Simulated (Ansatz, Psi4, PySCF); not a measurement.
C₂H₈N (SMILES C[NH2+]C), charge +1, singlet, geometry from GFN2-xTB. Base run: MP2/6-311G** (PySCF).

The PySCF input:
```python
from pyscf import gto, scf, mp

mol = gto.Mole()
mol.atom = '''
    C     1.13626145    0.51800927   -0.17136574
    N     0.11223500   -0.53475827   -0.00839106
    C    -1.24753940    0.01218899    0.17968525
    H     2.12079925    0.07512594   -0.30685866
    H     0.90342083    1.13036038   -1.04048709
    H     1.15583745    1.15586555    0.71028992
    H     0.35547925   -1.11851683    0.80222890
    H     0.11904322   -1.14240726   -0.83770577
    H    -1.97014570   -0.79293439    0.29559530
    H    -1.27499751    0.64006506    1.06826740
    H    -1.52741413    0.61455989   -0.68250961
'''
mol.basis = '6-311g**'
mol.charge = 1
mol.verbose = 4
mol.build()

mf = scf.RHF(mol)
mf.kernel()

pt = mp.MP2(mf)
pt.kernel()
print('E(MP2) = %.10f' % pt.e_tot)
```

The same geometry, method and basis name were run in Ansatz (a first-principles code) and Psi4 and PySCF, at each program's defaults and at the settings that a row names. The base is PySCF at its defaults. Differences at the defaults can come from grids, fitting, cores and function types together.

```json
[
 {"code and settings": "PySCF, defaults (exact integrals, spherical functions, all electrons correlated)", "ΔE vs base (mEh)": "0.000", "basis functions": "102", "E (Eh)": "-135.20114", "SCF cycles": "9"},
 {"code and settings": "Psi4, defaults (density fitting with its default set, spherical functions, all electrons correlated)", "ΔE vs base (mEh)": "0.079", "basis functions": "102", "E (Eh)": "-135.20106", "SCF cycles": "10"},
 {"code and settings": "Ansatz, defaults (factorised integrals, spherical functions, frozen core)", "ΔE vs base (mEh)": "56.971", "basis functions": "102", "E (Eh)": "-135.14417", "SCF cycles": "-"},
 {"code and settings": "PySCF, frozen core", "ΔE vs base (mEh)": "56.967", "basis functions": "102", "E (Eh)": "-135.14417", "SCF cycles": "9"},
 {"code and settings": "Psi4, exact integrals, spherical functions, frozen core", "ΔE vs base (mEh)": "56.967", "basis functions": "102", "E (Eh)": "-135.14417", "SCF cycles": "10"},
 {"code and settings": "Ansatz, high accuracy, frozen core", "ΔE vs base (mEh)": "56.967", "basis functions": "102", "E (Eh)": "-135.14417", "SCF cycles": "-"}
]
```
